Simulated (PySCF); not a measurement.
**How methods differ on the ionisation energy of Tc**

Tc [Kr] 4d5 5s2 (6S) → Tc⁺ [Kr] 4d5 5s1 (7S), as a difference of total energies. Computed with PySCF 2.14 in aug-cc-pVDZ-PP with ECP28MDF (5s5p4d2f, 54 functions), with scalar relativity through the core potential. Correlated levels: valence: 4s2 4p6 frozen. The calculations carry no spin-orbit coupling.

```tsv
method	ionisation energy (eV)	error (eV)
UHF	5.576	-1.543
BP86	7.195	+0.076
MN15	7.201	+0.082
MP2 (valence)	6.701	-0.418
SCS-MP2 (valence)	6.936	-0.183
```

Reference: 7.119 eV (measured; NIST Atomic Spectra Database, ionization energies).

Errors of the correlated levels include the incompleteness of this basis and the frozen core.

MP2 underrates the near-degeneracy of ns² with np² in the lower species.
